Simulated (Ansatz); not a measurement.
The cluster Ge₃O₇H₂⁺. Total charge 1; doublet. Geometry r2SCAN-D4/def2-SVP, that of the neutral singlet.

Cartesian coordinates in Å:
```
Ge -0.488 -0.504 -1.798
Ge 1.145 1.365 -0.444
Ge -0.481 -0.240 1.185
O -1.227 -0.562 2.713
O -1.431 -0.571 -0.260
O -0.676 -1.509 -3.068
O 1.349 -0.538 -0.485
O 1.078 -1.134 0.831
O 0.136 1.211 -1.873
O 0.191 1.414 1.047
H -1.957 -1.196 2.637
H 2.363 2.263 -0.487
```

The structure holds one bond between oxygen atoms, so isomers without such links may lie far lower. At LDA (SPW92)/def2-TZVP the gap within one spin of the charge 1 doublet nearly closes, so an electron or hole may be smeared out by delocalisation error. The structure comes from a short search, and lower isomers may exist.

Q: Estimate the α-spin orbital energies around the gap (eV) in Ansatz with LDA (SPW92)/def2-TZVP, PBE-D4/def2-TZVP, PBE0-D4/def2-TZVP.

A: 
```
orbital  LDA (SPW92)/def2-TZVP  PBE-D4/def2-TZVP  PBE0-D4/def2-TZVP
 HOMO−5                 -13.76            -13.50             -15.03
 HOMO−4                 -13.71            -13.42             -14.80
 HOMO−3                 -13.44            -13.21             -14.67
 HOMO−2                 -13.35            -13.09             -14.40
 HOMO−1                 -13.26            -12.96             -13.86
   HOMO                 -13.17            -12.87             -13.61
   LUMO                  -8.80             -8.39              -7.54
 LUMO+1                  -8.35             -7.97              -6.27
 LUMO+2                  -6.89             -6.49              -5.59
 LUMO+3                  -6.71             -6.32              -4.85
 LUMO+4                  -6.27             -5.88              -4.80
 LUMO+5                  -6.07             -5.68              -3.91
 β HOMO                 -12.86            -12.63             -13.57
 β LUMO                 -12.84            -12.46             -11.75
```
